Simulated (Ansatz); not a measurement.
Mulliken charges of C2H5BrSi, SMILES `[SiH3]/C=C/Br` from PBE/def2-TZVPP in Ansatz (PBE0-D4/def2-TZVP geometry).

```json
{"atom": "Si1", "x (Å)": "-0.517", "y (Å)": "1.258", "z (Å)": "-0.086", "charge (e)": "0.227"}
{"atom": "C2", "x (Å)": "-0.161", "y (Å)": "-0.494", "z (Å)": "0.429", "charge (e)": "-0.171"}
{"atom": "C3", "x (Å)": "0.764", "y (Å)": "-1.213", "z (Å)": "-0.187", "charge (e)": "-0.045"}
{"atom": "Br4", "x (Å)": "1.191", "y (Å)": "-2.993", "z (Å)": "0.266", "charge (e)": "-0.051"}
{"atom": "H5", "x (Å)": "-0.282", "y (Å)": "2.188", "z (Å)": "1.050", "charge (e)": "-0.049"}
{"atom": "H6", "x (Å)": "0.378", "y (Å)": "1.613", "z (Å)": "-1.217", "charge (e)": "-0.054"}
{"atom": "H7", "x (Å)": "-1.936", "y (Å)": "1.394", "z (Å)": "-0.509", "charge (e)": "-0.049"}
{"atom": "H8", "x (Å)": "-0.716", "y (Å)": "-0.944", "z (Å)": "1.249", "charge (e)": "0.084"}
{"atom": "H9", "x (Å)": "1.367", "y (Å)": "-0.855", "z (Å)": "-1.012", "charge (e)": "0.108"}
```

Problem. By hand: the dipole of these point charges (1 e Å = 4.8032 D).

Solution. Σ q r = (-0.009, 0.143, -0.063) e Å, of length 0.157 e Å = 0.75 D.

Problem. How does the dipole of the full density compare? (Estimate.)

Solution. Computed: (-0.049, 0.151, -0.025) e Å, 0.77 D; the point charges give 0.97 times that, at 20° from its direction.

Point charges leave out the atoms' own dipoles, such as those of lone pairs, and Mulliken's split depends on the basis, so the two needn't agree.
